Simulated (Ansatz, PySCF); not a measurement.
Gas-phase reaction in SMILES: OB(O)Cl → [O]B(O)Cl + H atom (the H-O bond at the site shown breaks; other sites are not compared here)
Each molecule is optimised on its own at B3LYP-D3(BJ)/def2-TZVP (Ansatz, a quantum-chemistry and plane-wave program), one conformer each, not searched for the lowest. Frequencies are from Ansatz.
Geometry of the first species:
SMILES: OB(Cl)O
```xyz
6

B      0.0685    -0.4158    -0.0765
Cl    -0.2146     1.3021     0.2396
O      1.3650    -0.8133    -0.1844
O     -1.0319    -1.2077    -0.1874
H      1.5072    -1.7491    -0.3562
H     -0.8663    -2.1397    -0.3592
```

Quantity: bond dissociation energy (0 K, with B3LYP-D3(BJ) harmonic zero-point energies), in eV. Valence correlation only, unless marked. UHF or UKS for open shells. No spin-orbit coupling. No relativistic terms. Basis-set limits of correlation are two-point, X^-3; Hartree-Fock from the larger set. The bracket is a focal-point correction in the basis named.

```tsv
level	program	bond dissociation energy (eV)
HF-D3(BJ)/def2-TZVPD	PySCF + dftd3	(withheld)
PBE-D4/def2-TZVPD	Ansatz + dftd4	4.56
BLYP-D3(BJ)/def2-TZVPD	Ansatz + dftd3	(withheld)
revPBE-D4/def2-TZVPD	Ansatz + dftd4	4.47
PBE0-D3(BJ)/def2-TZVPD	Ansatz + dftd3	4.61
TPSSh-D4/def2-TZVPD	PySCF + dftd4	(withheld)
r2SCANh-D4/def2-TZVPD	Ansatz + dftd4	4.56
HSE06/def2-TZVPD	Ansatz	4.60
B2PLYP/def2-TZVPD	Ansatz	(withheld)
SCS-MP2/STO-3G	Ansatz	3.93
SCS-MP2/6-31G	Ansatz	4.11
SCS-MP2/6-31G*	Ansatz	4.34
SCS-MP2/cc-pV(T+d)Z	Ansatz	4.94
CCSD/cc-pV(D+d)Z	Ansatz	4.46
RI-MP2/CBS(aug-cc-pV(T+d)Z,aug-cc-pV(Q+d)Z)+[CCSD(T)-MP2]/aug-cc-pV(T+d)Z	Ansatz	4.92
```

Problem. Fill in the missing entries.

Solution. 
- HF-D3(BJ)/def2-TZVPD, bond dissociation energy (eV): 3.41
- BLYP-D3(BJ)/def2-TZVPD, bond dissociation energy (eV): 4.50
- TPSSh-D4/def2-TZVPD, bond dissociation energy (eV): 4.57
- B2PLYP/def2-TZVPD, bond dissociation energy (eV): 4.71
